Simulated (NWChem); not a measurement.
System: SiNH4Cl; SMILES N[SiH2]Cl

The following NWChem deck was run.

```
start job
memory heap 200 mb stack 900 mb global 1100 mb
geometry units angstroms noautosym nocenter noautoz
  Si     0.573183    -0.501757     0.045112
  N     -0.611084    -1.741851     0.139484
  Cl    -0.145806     1.425401    -0.382783
  H      1.500642    -0.836478    -1.056613
  H      1.234899    -0.398528     1.363255
  H     -1.245458    -1.776694     0.929251
  H     -1.066280    -2.072123    -0.703767
end
basis spherical
  * library def2-svp
end
dft
  xc b3lyp
  iterations 150
end
cosmo
  do_cosmo_smd true
  solvent dcm
end
task dft energy
```

Output (shortened):

```
             Northwest Computational Chemistry Package (NWChem) 7.3.0
             --------------------------------------------------------

                             Geometry "geometry" -> ""
                             -------------------------

 Output coordinates in angstroms (scale by  1.889725989 to convert to a.u.)

  No.       Tag          Charge          X              Y              Z
 ---- ---------------- ---------- -------------- -------------- --------------
    1 Si                  14.0000     0.57318300    -0.50175700     0.04511200
    2 N                    7.0000    -0.61108400    -1.74185100     0.13948400
    3 Cl                  17.0000    -0.14580600     1.42540100    -0.38278300
    4 H                    1.0000     1.50064200    -0.83647800    -1.05661300
    5 H                    1.0000     1.23489900    -0.39852800     1.36325500
    6 H                    1.0000    -1.24545800    -1.77669400     0.92925100
    7 H                    1.0000    -1.06628000    -2.07212300    -0.70376700

 Effective nuclear repulsion energy (a.u.)     148.3553530805

                                 NWChem DFT Module
                                 -----------------

 Summary of "ao basis" -> "ao basis" (spherical)
 ------------------------------------------------------------------------------
       Tag                 Description            Shells   Functions and Types
 ---------------- ------------------------------  ------  ---------------------
 Si                         def2-svp                 8       18   4s3p1d
 N                          def2-svp                 6       14   3s2p1d
 Cl                         def2-svp                 8       18   4s3p1d
 H                          def2-svp                 3        5   2s1p

 in cosmo_initialize ...
 calling solv_data for solv:dcm

 solvent parameters
 solvname_short: dcm
 solvname_long:  dichloromethane
 dielec:        8.9300
 dielecinf:     2.0283
 nonaqueous SMD model solvent descriptors
 dielec:        8.9300
 sola:          0.1000
 solb:          0.0500
 solc:          0.0000
 solg:         39.1500
 solh:          0.6670
 soln:          1.4242

          ---------------
          -cosmo- solvent
          ---------------
 Cosmo: York-Karplus, doi: 10.1021/jp992097l
 dielectric constant -eps-     =   8.93
 screen = (eps-1)/(eps    )    =   0.88802
 surface charge correction     = lagrangian

   van der Waals surface
 --------------------------

 ---------- ATOMIC COORDINATES (A.U.) ------------ VDWR(ANG.) --
     1    1.08315881   -0.94818324    0.08524932     2.470
     2   -1.15478132   -3.29162110    0.26358654     1.890
     3   -0.27553339    2.69361731   -0.72335498     2.380
     4    2.83580219   -1.58071422   -1.99670905     1.200
     5    2.33362073   -0.75310872    2.57617840     1.200
     6   -2.35357435   -3.35746483    1.75602976     1.200
     7   -2.01497703   -3.91574468   -1.32992679     1.200
 number of segments per atom =        128
 number of   points per atom =        128
 atom (   nspa,  nppa )
 ----------------------
    1 (     73,     0 )       0
    2 (     57,     0 )       0
    3 (     94,     0 )       0
    4 (     32,     0 )       0
    5 (     33,     0 )       0
    6 (     46,     0 )       0
    7 (     47,     0 )       0
 number of -cosmo- surface points =      382
 molecular surface =    121.245 angstrom**2
 molecular volume  =    107.027 angstrom**3
 -lineq- algorithm             =   0
 -bem- low  level              =   3
 -bem- from -octahedral-
 gaussian surface charge width =   4.50000
 degree of switching           =   1.00000
 switching function tolerance  =   0.00010
 atomic radii =
 --------------
    1 14.000  2.470
    2  7.000  1.890
    3 17.000  2.380
    4  1.000  1.200
    5  1.000  1.200
    6  1.000  1.200
    7  1.000  1.200
 ...... end of -cosmo- initialization ......

 nat:                     7
 ixmem:                  2814
 calling mnsol_interface()
 G(SMD-CDS) energy (kcal/mol)  =    -0.347
 SMD-CDS SASA (angstrom**2)    =   125.444

[...]

                                COSMO-SMD solvation results
                                ---------------------------

             internal energy in gas <Psi(g)|H|Psi(g)> =      -806.678433470761
         internal energy in solvent <Psi(s)|H|Psi(s)> =      -806.677791363144
                               delta internal energy  =         0.000642107618 (    0.40 kcal/mol)
   total free energy in solvent <Psi(s)|H+V/2|Psi(s)> =      -806.684678612857
 polarization energy contribution <Psi(s)|V/2|Psi(s)> =        -0.006887249714 (   -4.32 kcal/mol)
    total free energy in solvent including G(SMD-CDS) =      -806.685231269792
                       G(SMD-CDS) energy contribution =        -0.000552656935 (   -0.35 kcal/mol)
     1 M fixed-concentration free energy of solvation =        -0.006797799031 (   -4.27 kcal/mol)

                       DFT Final Molecular Orbital Analysis
                       ------------------------------------

 Vector   19  Occ=2.000000D+00  E=-3.154165D-01
              MO Center= -5.8D-02,  1.0D+00, -3.0D-01, r^2= 2.2D+00
   Bfn.  Coefficient  Atom+Function         Bfn.  Coefficient  Atom+Function
  ----- ------------  ---------------      ----- ------------  ---------------
    43      0.589201  3 Cl px                40      0.431117  3 Cl px
    37      0.252028  3 Cl px                22     -0.139282  2 N  px
    21      0.134766  2 N  s                 25      0.100736  2 N  px
    51     -0.099909  4 H  s                 56     -0.099952  5 H  s
    44      0.097493  3 Cl py                52     -0.075527  4 H  s

 Vector   20  Occ=2.000000D+00  E=-3.023457D-01
              MO Center=  2.1D-01,  8.8D-01, -2.4D-01, r^2= 2.6D+00
   Bfn.  Coefficient  Atom+Function         Bfn.  Coefficient  Atom+Function
  ----- ------------  ---------------      ----- ------------  ---------------
    45      0.565030  3 Cl pz                42      0.409352  3 Cl pz
    39      0.238867  3 Cl pz                51      0.191256  4 H  s
    56     -0.191243  5 H  s                 52      0.169757  4 H  s
    57     -0.169721  5 H  s                 10     -0.130132  1 Si pz
    44      0.102277  3 Cl py                41      0.074102  3 Cl py

 Vector   21  Occ=2.000000D+00  E=-2.694134D-01
              MO Center= -4.4D-01, -1.3D+00,  8.3D-02, r^2= 2.3D+00
   Bfn.  Coefficient  Atom+Function         Bfn.  Coefficient  Atom+Function
  ----- ------------  ---------------      ----- ------------  ---------------
    23      0.429460  2 N  py                26     -0.361346  2 N  py
    22     -0.294417  2 N  px                44     -0.253364  3 Cl py
    25      0.230826  2 N  px                41     -0.171561  3 Cl py
    12     -0.112120  1 Si py                24     -0.110066  2 N  pz
    38     -0.099739  3 Cl py                43     -0.091149  3 Cl px

 Vector   22  Occ=0.000000D+00  E= 3.908424D-02
              MO Center= -1.3D-01, -8.7D-01,  3.6D-02, r^2= 4.7D+00
   Bfn.  Coefficient  Atom+Function         Bfn.  Coefficient  Atom+Function
  ----- ------------  ---------------      ----- ------------  ---------------
    21      1.248093  2 N  s                 11      0.934498  1 Si px
    62     -0.490171  6 H  s                 67     -0.488986  7 H  s
    12      0.407804  1 Si py                52     -0.343744  4 H  s
    57     -0.342761  5 H  s                 43     -0.214650  3 Cl px
     8      0.190696  1 Si px                20      0.187693  2 N  s

 Vector   23  Occ=0.000000D+00  E= 4.887146D-02
              MO Center=  5.6D-01, -2.6D-01,  5.0D-05, r^2= 3.5D+00
   Bfn.  Coefficient  Atom+Function         Bfn.  Coefficient  Atom+Function
  ----- ------------  ---------------      ----- ------------  ---------------
    12      0.974621  1 Si py                44      0.561809  3 Cl py
    36     -0.554473  3 Cl s                  3      0.527866  1 Si s
     9      0.294187  1 Si py                 4      0.289287  1 Si s
    11     -0.251252  1 Si px                43     -0.241189  3 Cl px
    35     -0.232542  3 Cl s                  2      0.221161  1 Si s

 Vector   24  Occ=0.000000D+00  E= 8.609415D-02
              MO Center=  4.6D-01, -5.4D-01,  3.6D-02, r^2= 4.1D+00
   Bfn.  Coefficient  Atom+Function         Bfn.  Coefficient  Atom+Function
  ----- ------------  ---------------      ----- ------------  ---------------
    13      1.593022  1 Si pz                52      1.221117  4 H  s
    57     -1.206882  5 H  s                 62     -0.383222  6 H  s
    67      0.377368  7 H  s                 10      0.301985  1 Si pz
    12      0.290677  1 Si py                45     -0.279394  3 Cl pz
    11     -0.180080  1 Si px                 7     -0.153981  1 Si pz

     Multipole analysis of the density
     ---------------------------------

     L   x y z        total         alpha         beta         nuclear
     -   - - -        -----         -----         ----         -------
     0   0 0 0     -0.000000    -21.000000    -21.000000     42.000000

     1   1 0 0     -0.455691     -1.826624     -1.826624      3.197558
     1   0 1 0     -0.887622     -0.378085     -0.378085     -0.131451
     1   0 0 1      0.110274      4.181570      4.181570     -8.252866

     2   2 0 0    -22.919129    -36.528326    -36.528326     50.137523
     2   1 1 0      2.488732     -3.337777     -3.337777      9.164286
     2   1 0 1     -0.294502     -0.870584     -0.870584      1.446666
     2   0 2 0    -25.670313   -133.558319   -133.558319    241.446325
     2   0 1 1      0.855675     20.328144     20.328144    -39.800613
     2   0 0 2    -23.678478    -24.318788    -24.318788     24.959099
```

Level: B3LYP/def2-SVP, SMD on the gas-phase geometry. Coordinates come from a B3LYP/6-31G* (spherical d) optimisation. B3LYP is NWChem's, with the RPA form of VWN correlation. Solvent: dichloromethane.
